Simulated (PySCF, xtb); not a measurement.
C2H6GeO2, SMILES [OH][GeH2][O]C=C. The values are those of a single conformer.

Harmonic wavenumbers (cm⁻¹) from GFN2-xTB run with xtb 6.7.1 at its own minimum, in rising order: 29, 71, 103, 169, 246, 346, 510, 576, 588, 598, 673, 706, 752, 812, 830, 969, 994, 1161, 1310, 1373, 1696, 1882, 1903, 2986, 3128, 3165, 3663.

Q: What does PBE-D3(BJ)/def2-SVP (PySCF) give at its own minimum? (The exact figures need the calculation; the answer reports its results.)

A: 59, 74, 169, 214, 296, 377, 539, 647, 680, 690, 692, 777, 800, 808, 906, 937, 970, 1175, 1294, 1358, 1666, 2106, 2131, 3025, 3099, 3206, 3726. Paired by order, the mean absolute difference is 55 cm⁻¹ and the zero-point energies are 44.7 and 46.3 kcal/mol.
